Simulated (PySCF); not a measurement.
Ionising GeH

PBE0; PySCF, scalar-relativistic core potentials, basis sets Ge cc-pVTZ-PP with ECP10, H cc-pVTZ. Neutral (UKS): doublet (π ↑), Re = 1.601 Å, ωe = 1882 cm⁻¹, De = 2.84 eV, HOMO -5.28 eV, LUMO -3.16 eV.

GeH⁺ (UKS): singlet (closed shell), Re = 1.589 Å, ωe = 1995 cm⁻¹, De = 2.98 eV to Ge⁺ + H. The energies at the minima are -295.09660 hartree for GeH and -294.81163 for GeH⁺.

(1) Work out the adiabatic ionisation energy, without and with harmonic zero-point energies (1 hartree = 27.2114 eV, 1 eV = 8065.5 cm⁻¹), and the change of the bond length.

For an ion De counts to the pair picked by the measured ionisation energies or electron affinities, which need not be the lowest pair at this level. States were picked by a PBE0 search and need not be the measured ground states.

Results:

(1) At PBE0: 0.28497 hartree = 7.754 eV between the minima; the zero-point term (1995.0 − 1882.0)/2 cm⁻¹ = +0.007 eV makes it 7.761 eV. Re changes by -1.2 pm against the neutral. The electron leaves a π orbital, which is non-bonding in a hydride.
